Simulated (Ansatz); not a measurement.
Born–Oppenheimer molecular dynamics of AlBrH2OSi (6 atoms, charge 0, multiplicity 1). It starts at the highest image of a converged band, a first-order saddle point between two minima.

All numbers below come from RKS revPBE/def2-SVP (Ansatz 0.2.0).

```json
{"ensemble": "NVE (velocity Verlet)", "time step": "0.5 fs", "steps asked": "200", "starting velocities drawn for": "100 K", "seed": "9115"}
```

First frame:

```xyz
6
Properties=species:S:1:pos:R:3
Br -0.697 -3.226 0.166
Al -0.111 -1.049 0.240
O -1.111 0.390 0.145
Si 1.016 1.009 0.063
H 1.297 1.356 -1.397
H -0.352 1.456 0.736
```

Q: How far do the bonds stretch over the last three quarters of this one trajectory? (Pairs bonded in most of those frames.)

A: 
```json
{"bond": "Br1–Al2", "mean (Å)": "2.318", "spread (Å)": "0.065", "shortest": "2.23", "longest": "2.42"}
{"bond": "Al2–O3", "mean (Å)": "1.798", "spread (Å)": "0.071", "shortest": "1.67", "longest": "1.91"}
{"bond": "Al2–Si4", "mean (Å)": "2.480", "spread (Å)": "0.127", "shortest": "2.37", "longest": "2.76"}
{"bond": "O3–H6", "mean (Å)": "1.026", "spread (Å)": "0.110", "shortest": "0.85", "longest": "1.18"}
{"bond": "Si4–H5", "mean (Å)": "1.573", "spread (Å)": "0.017", "shortest": "1.54", "longest": "1.60"}
```

Mean temperature of the second half: 1748 K. The conserved energy stayed within 2.3 meV per atom of its start (net change 0.11 meV per atom), so the integration is sound. The kinetic energy rose, since the run started high on the potential surface and went downhill. A run of 0.1 ps of so small a system gives no equilibrium averages. The orbitals stay closed-shell, which can raise the energy where a bond breaks towards radicals; this wasn't checked here.

The run took 3 min on 2 threads of Intel(R) Xeon(R) Platinum 8488C (Sapphire Rapids) (shared host), peak memory 0.15 GiB.
